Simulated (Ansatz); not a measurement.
`N[Si](O)([SiH3])O[SiH3]` + CH₄ → `C[Si](N)(O)[SiH3]` + `O[SiH3]`  (formal exchange of groups at the Si–O bond)

Gas-phase electronic energies from Ansatz, PBE0-D4/def2-TZVP geometries. CCSD(T)/CBS is the MP2 limit (def2-TZVPP, def2-QZVPP) plus CCSD(T) − MP2 in def2-TZVPP, frozen cores. This one scheme is used for every species. Functionals use def2-TZVPP. B3LYP here is the variant with VWN-RPA as its local correlation; programs differ in this. Each species was taken in one conformer, which may not be the lowest.

```json
{"level": "r2SCAN-D4", "ΔE (kcal/mol)": "33.2"}
{"level": "ωB97M-V", "ΔE (kcal/mol)": "32.7"}
{"level": "B3LYP", "ΔE (kcal/mol)": "33.0"}
{"level": "HF/def2-TZVPP", "ΔE (kcal/mol)": "36.8"}
```

(1) What does CCSD(T)/CBS give? (An estimate is asked.)

Largest T1 diagnostic among the species: 0.012.

Results:

(1) Ansatz gave: +33.2 kcal/mol. The listed levels differ from it by 0.0, -0.5, -0.2, 3.6 kcal/mol.

The D4 term adds +1.4 kcal/mol with B3LYP and +0.9 kcal/mol with PBE0; it sums over pairs of atoms, weighted by their polarisabilities, and B3LYP, whose exchange is more repulsive, gets the larger term. In def2-TZVPP, CCSD(T) changes the Hartree–Fock value by −3.5 kcal/mol (the triples alone add −0.4 kcal/mol) and MP2 by −3.5 kcal/mol.
